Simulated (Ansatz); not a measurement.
## Ansatz (development build ahead of 0.2.0) run

```yaml
crystal:
  periodic: [false, false, false]
  atoms:
    - { symbol: Co, position_ang: [0.0, 0.0, 0.0] }
    - { symbol: "N", position_ang: [0.0, 2.3561, 0.0] }
    - { symbol: O, position_ang: [0.0, -2.2963, 0.0] }
basis:
  gaussian: { orbitals: pcseg-2 }
magnetization:
  spin_polarized: true
hamiltonian:
  xc: r2scan
```

The input is written out in the form of the current development build from the run's settings.

Results

```
Converged                       : yes
Total energy                    : -1512.48017 hartree
Spin squared of the determinant : 3.088
Stability test                  : minimum
```

Caution: another spin multiplicity may lie lower; the unrestricted determinant is a mixture of spin states.
